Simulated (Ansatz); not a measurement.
Born–Oppenheimer molecular dynamics of CH₇BFN (11 atoms, charge 0, multiplicity 1). It starts at the highest image of a converged band, a first-order saddle point between two minima.

Computed with RKS B3LYP-D4/6-31G* (Ansatz).

```yaml
ensemble: NVE (velocity Verlet)
time_step: 0.5 fs
steps_asked: 200
starting_velocities_drawn_for: 100 K
seed: 6886
```

First frame:

```xyz
11
Properties=species:S:1:pos:R:3
B 0.110 0.606 -0.504
F -0.169 0.212 2.250
N 1.272 -0.036 -0.930
H 1.266 -0.907 -1.446
H 2.202 0.299 -0.722
C -1.334 0.059 -0.829
H -1.468 -0.956 -0.431
H -2.132 0.680 -0.411
H -1.499 -0.002 -1.914
H 0.285 1.640 0.103
H 0.027 0.932 1.677
```

How far do the bonds stretch over the last three quarters of this one trajectory? (Pairs bonded in most of those frames.)


| bond | mean (Å) | spread (Å) | shortest | longest |
| --- | --- | --- | --- | --- |
| B1–N3 | 1.393 | 0.006 | 1.38 | 1.41 |
| B1–C6 | 1.577 | 0.008 | 1.56 | 1.59 |
| B1–H10 | 1.213 | 0.008 | 1.20 | 1.23 |
| F2–H11 | 0.940 | 0.005 | 0.93 | 0.95 |
| N3–H4 | 1.012 | 0.003 | 1.01 | 1.02 |
| N3–H5 | 1.010 | 0.003 | 1.00 | 1.02 |
| C6–H7 | 1.099 | 0.012 | 1.08 | 1.12 |
| C6–H8 | 1.095 | 0.017 | 1.07 | 1.12 |
| C6–H9 | 1.100 | 0.015 | 1.08 | 1.12 |

Mean temperature of the second half: 51 K. The conserved energy stayed within 0.058 meV per atom of its start (net change 0.036 meV per atom), so the integration is sound. A run of 0.1 ps of so small a system gives no equilibrium averages. The orbitals stay closed-shell, which can raise the energy where a bond breaks towards radicals; this wasn't checked here.

The run took 7.4 min on 1 thread of Arm Neoverse V2, on a shared host, peak memory 0.13 GiB.
